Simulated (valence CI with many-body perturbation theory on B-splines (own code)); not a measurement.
Results of a calculation; reference values are marked as such.
Hyperfine factors and g values of La XXV

Method: configuration interaction combined with many-body perturbation theory (CI+MBPT): five valence electrons over a frozen Dirac-Fock core [Ar] 3d10, radial functions for each j: 11 s, 11 p, 10 d, 8 f, 5 g, 2 h, with the one-electron correlation potential Σ1 (screened to all orders), the two-electron term Σ2, the three-electron term Σ3, Breit, model QED; selected single and double excitations, second order for the rest, scaled by the run's own slope (own B-spline code, finite nucleus).

No measured levels were compared; by estimate levels hold to about 250 cm⁻¹ or 0.2 % of their energy and the worst to 1 %, as in measured heavy ions of charge 2 to 7; those with d or f electrons hold less well. Among the levels kept, up to 2200 cm⁻¹ of a level comes from second order outside the variational space, and about a tenth of that is noise between levels of different J, which matters for small intervals.

A/g_I is the dipole constant over the nuclear g factor μ/I (μ in nuclear magnetons, uniformly magnetised nucleus), B/Q the quadrupole constant per barn. Both hold the static response of the core; the bare values leave it out. Large factors of s and p1/2 electrons are usually good to 5 to 10 %; those of open d and f shells near neutrality can be off by tens of per cent, and small factors of p3/2, d and f electrons come from cancelling terms and can be off by a factor of two or in sign, in half-filled shells by more. B is blank for J = 1/2, where it vanishes, and for nearly pure S terms. Energies count from the lowest level.

Levels are named by their leading jj configuration (3d3/2^4 stands for four electrons in 3d with j = 3/2), which in mixed levels can hold well under half, so a name can repeat and another be missing. Letters in brackets count levels of one name in rising energy.

| Level | E (eV) | g | A/g_I (MHz) | A/g_I bare | B/Q (MHz/b) | B/Q bare |
| --- | --- | --- | --- | --- | --- | --- |
| (4s^2 4p1/2^2 4p3/2) J=3/2 | 0.00 | 1.456 | 16300 | 15300 | 28000 | 26700 |
| (4s^2 4p1/2 4p3/2^2) J=3/2 | 18.89 | 1.401 | -696 | -824 | 10600 | 10100 |
| (4s^2 4p1/2 4p3/2^2) J=5/2 | 22.39 | 1.198 | 39100 | 37300 | -108 | -95.3 |
| (4s^2 4p1/2 4p3/2^2) J=1/2 | 26.92 | 0.663 | 122000 | 116000 |  |  |
| (4s^2 4p3/2^3) J=3/2 | 46.19 | 1.273 | 19300 | 18400 | -38500 | -36700 |
| (4s 4p1/2^2 4p3/2^2) J=5/2 | 75.26 | 1.526 | 89500 | 85600 | 16200 | 15500 |
| (4s 4p1/2^2 4p3/2^2) J=3/2 | 83.93 | 1.287 | -23500 | -22400 | -22100 | -21100 |
| (4s 4p1/2^2 4p3/2^2) J=1/2 | 84.95 | 2.325 | 332000 | 318000 |  |  |
| (4s^2 4p1/2^2 4d3/2) J=3/2 | 95.59 | 1.061 | 41300 | 39700 | -5350 | -5080 |
| (4s 4p1/2 4p3/2^3) J=3/2 [a] | 98.93 | 1.047 | 21500 | 20600 | -16400 | -15600 |
| (4s 4p1/2 4p3/2^3) J=5/2 | 101.93 | 1.249 | 90200 | 86300 | -44000 | -41900 |
| (4s^2 4p1/2^2 4d5/2) J=5/2 | 103.32 | 1.196 | 18200 | 17600 | 5050 | 4840 |
| (4s 4p1/2 4p3/2^3) J=1/2 | 107.27 | 1.328 | -28000 | -26700 |  |  |
| (4s 4p1/2 4p3/2^3) J=3/2 [b] | 108.34 | 1.097 | 18000 | 17200 | -2250 | -2130 |
| (4s^2 4p1/2 4p3/2 4d3/2) J=5/2 [a] | 113.77 | 0.942 | 30100 | 28900 | -9800 | -9320 |
| (4s^2 4p1/2 4p3/2 4d3/2) J=1/2 [a] | 115.63 | 0.322 | 59200 | 57000 |  |  |
| (4s^2 4p1/2 4p3/2 4d3/2) J=7/2 | 116.39 | 1.110 | 26000 | 24900 | 16200 | 15500 |
| (4s^2 4p1/2 4p3/2 4d3/2) J=3/2 [a] | 117.56 | 1.043 | 9650 | 9380 | -13600 | -13000 |
| (4s^2 4p1/2 4p3/2 4d5/2) J=7/2 [a] | 118.02 | 1.308 | -1850 | -1680 | 38600 | 36800 |
| (4s^2 4p1/2 4p3/2 4d5/2) J=9/2 | 121.52 | 1.226 | 20600 | 19800 | 20100 | 19200 |
| (4s^2 4p1/2 4p3/2 4d5/2) J=5/2 [a] | 123.09 | 1.209 | 16200 | 15700 | -12200 | -11600 |
| (4s^2 4p1/2 4p3/2 4d5/2) J=3/2 [a] | 124.24 | 1.171 | -6000 | -5680 | -532 | -511 |
| (4s^2 4p1/2 4p3/2 4d3/2) J=5/2 [b] | 127.54 | 1.344 | 15800 | 15300 | -1110 | -1060 |
| (4s^2 4p1/2 4p3/2 4d3/2) J=1/2 [b] | 128.34 | 2.012 | 43500 | 41600 |  |  |
| (4s^2 4p1/2 4p3/2 4d3/2) J=3/2 [b] | 128.53 | 1.475 | 15000 | 14500 | -9650 | -9230 |
| (4s^2 4p1/2 4p3/2 4d5/2) J=7/2 [b] | 128.75 | 1.055 | 23300 | 22400 | 22200 | 21200 |
| (4s 4p3/2^4) J=1/2 | 129.50 | 1.387 | 256000 | 245000 |  |  |
| (4s^2 4p1/2 4p3/2 4d5/2) J=3/2 [b] | 132.81 | 0.860 | 30800 | 29700 | 12300 | 11800 |
| (4s^2 4p1/2 4p3/2 4d5/2) J=5/2 [b] | 133.84 | 1.113 | 498 | 558 | 24300 | 23200 |
| (4s^2 4p1/2 4p3/2 4d5/2) J=1/2 | 136.76 | 1.020 | -23000 | -21700 |  |  |
| (4s^2 4p3/2^2 4d5/2) J=7/2 | 141.38 | 1.248 | 9970 | 9630 | 7810 | 7470 |
| (4s^2 4p3/2^2 4d5/2) J=9/2 | 142.80 | 1.216 | 11100 | 10800 | 29600 | 28300 |
| (4s^2 4p3/2^2 4d3/2) J=1/2 | 144.14 | 1.069 | 7180 | 6420 |  |  |
| (4s^2 4p3/2^2 4d3/2) J=3/2 [a] | 145.54 | 1.130 | 13700 | 13100 | -14400 | -13700 |
| (4s^2 4p3/2^2 4d3/2) J=5/2 | 146.27 | 1.206 | 19900 | 19200 | -9040 | -8630 |
| (4s^2 4p3/2^2 4d3/2) J=7/2 | 149.95 | 1.112 | 15900 | 15300 | -942 | -817 |
| (4s^2 4p3/2^2 4d5/2) J=5/2 [a] | 151.69 | 1.205 | 5030 | 5010 | 45300 | 43200 |
| (4s^2 4p3/2^2 4d3/2) J=3/2 [b] | 152.87 | 1.067 | 9450 | 9280 | 4090 | 3940 |
| (4s^2 4p3/2^2 4d5/2) J=1/2 | 154.86 | 1.860 | 84500 | 81500 |  |  |
| (4s^2 4p3/2^2 4d5/2) J=3/2 | 158.67 | 1.009 | 8150 | 8050 | 6070 | 5800 |

(1) Take the isotope of mass number 139, with I = 7/2, μ = 2.7791 μN and Q = 0.206 b. What is the hyperfine structure of (4s^2 4p1/2 4p3/2^2) J=1/2?

Answers

(1) From the table A = 96500 MHz. Shifts from the centre of gravity in MHz: F = 3: -217000, F = 4: 169000.
